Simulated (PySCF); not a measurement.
## `CC=C=C(F)C(F)(F)F`, C5H4F4

Geometry:
```csv
atom,x (Å),y (Å),z (Å)
C1,2.298,-0.365,0.498
C2,1.293,-0.164,-0.591
C3,0.093,0.334,-0.437
C4,-1.117,0.801,-0.272
F5,-1.435,2.096,-0.359
C6,-2.321,-0.046,0.038
F7,-1.996,-1.332,0.102
F8,-3.260,0.104,-0.897
F9,-2.864,0.307,1.204
H10,3.220,0.195,0.274
H11,1.914,-0.039,1.473
H12,2.577,-1.429,0.564
H13,1.591,-0.463,-1.607
```

Level of theory: quadratic response CAM-B3LYP/aug-cc-pVDZ first hyperpolarisability, Taylor convention, gas phase in PySCF. Geometry: PBE0-D3(BJ)/def2-SVP.

Question: Give the tensor of the second harmonic β(−2ω;ω,ω) at 1907 nm in the axes of these coordinates.

Answer: In au, Taylor convention; rows are the first index (the induced dipole):
```
       xx     yy     zz     xy     xz    yz
x  -109.5  -51.8  -39.0  +25.0  +23.0  -5.8
y   +24.6  +36.2   +9.3  -51.1   -5.7  +9.7
z   +22.6   +9.6   +6.5   -5.7  -38.5  +9.1
```
Norm of βᵢ = ⅓ Σⱼ (βᵢⱼⱼ + βⱼᵢⱼ + βⱼⱼᵢ): 215.1 au, hyper-Rayleigh value 79.9 au.
